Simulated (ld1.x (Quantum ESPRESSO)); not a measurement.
tantalum, TM: configuration errors across variants

tantalum, norm-conserving Troullier–Martins (Kleinman–Bylander form), made with ld1.x (Quantum ESPRESSO) 7.5 (PBE, fully relativistic). Core [Xe] 4f14, reference 5d3 6s1.5 6p0 (charge +0.5). Waves: 6s (bound): rc 2.15 bohr; 6p (bound, empty): rc 3.80 bohr; 5d (bound): rc 1.55 bohr. Local part: the d channel. Core correction: none.

Open shells are filled in proportion to 2j + 1 (rel_dist='average').

All-electron excitation energies from the reference (eV): (1) 5d3 6s2 6p0 -3.463; (2) 5d3 6s1 6p0 5.008; (3) 5d3 6s0 6p0 19.981; (4) 5d2 6s2 6p0 4.219; (5) 5d2 6s0 6p0 43.574; (6) 5d3 6s1 6p1 0.682.

Tests that are not counted but printed errors over 1 eV. “wave 6s (bound): rc 2.15 bohr becomes 6s (bound): rc 1.64 bohr”: 5d2 6s2 6p0 (solver errors, printed error -13.1 eV).

1 further variants failed, have other tests or too few solved ones, and are left out.

A true bound ghost makes a file unfit for plane-wave use even where its test errors are small: the radial tests pick states by their node count and pass the ghost by. Where a test does run into it, the solver fails or the error is huge.

The file “base” misses its own reference levels by 0.4 eV. The file “wave 6s (bound): rc 2.15 bohr becomes 6s (bound): rc 1.64 bohr” misses its own reference levels by 0.4 eV. The file “wave 6s (bound): rc 2.15 bohr becomes 6s (bound): rc 1.80 bohr” misses its own reference levels by 0.4 eV. The file “wave 6s (bound): rc 2.15 bohr becomes 6s (bound): rc 2.14 bohr” misses its own reference levels by 0.4 eV. The file “wave 6s (bound): rc 2.15 bohr becomes 6s (bound): rc 2.28 bohr” misses its own reference levels by 0.4 eV. The file “wave 6s (bound): rc 2.15 bohr becomes 6s (bound): rc 2.70 bohr” misses its own reference levels by 0.4 eV. The file “wave 6s (bound): rc 2.15 bohr becomes 6s (bound): rc 3.00 bohr” misses its own reference levels by 0.4 eV. The file “wave 6s (bound): rc 2.15 bohr becomes 6s (bound): rc 3.18 bohr” misses its own reference levels by 0.4 eV.

Errors AE − PS in meV (a dash: test not solved or not reliable):

```csv
change,(1),(2),(3),(4),(5),(6),bound ghosts
base,+2.1,+4.5,+104,+11,+193,+0.1,"s, p3/2"
wave 6s (bound): rc 2.15 bohr becomes 6s (bound): rc 1.64 bohr,+7.9,+15,+323,–,+316,+10,"s, p3/2"
wave 6s (bound): rc 2.15 bohr becomes 6s (bound): rc 1.80 bohr,+8.2,+15,+292,+31,+297,+11,"s, p3/2"
wave 6s (bound): rc 2.15 bohr becomes 6s (bound): rc 2.14 bohr,+2.1,+4.5,+104,+11,+193,+0.1,"s, p3/2"
wave 6s (bound): rc 2.15 bohr becomes 6s (bound): rc 2.28 bohr,+1.7,+4.3,+100,+8.8,+210,+0.6,"s, p3/2"
wave 6s (bound): rc 2.15 bohr becomes 6s (bound): rc 2.70 bohr,+1.6,+4.1,+99,+6.1,+223,+1.0,"s, p3/2"
wave 6s (bound): rc 2.15 bohr becomes 6s (bound): rc 3.00 bohr,+1.6,+4.0,+96,+9.0,+207,+0.4,"s, p3/2"
wave 6s (bound): rc 2.15 bohr becomes 6s (bound): rc 3.18 bohr,+1.6,+3.9,+92,+12,+188,-0.3,"s, p3/2"
```

**Question.** Give the same row for: wave 6s (bound): rc 2.15 bohr becomes 6s (bound): rc 2.52 bohr.

**Answer.** +1.6, +4.1, +99, +6.4, +222, +0.9; bound ghosts: s, p3/2.
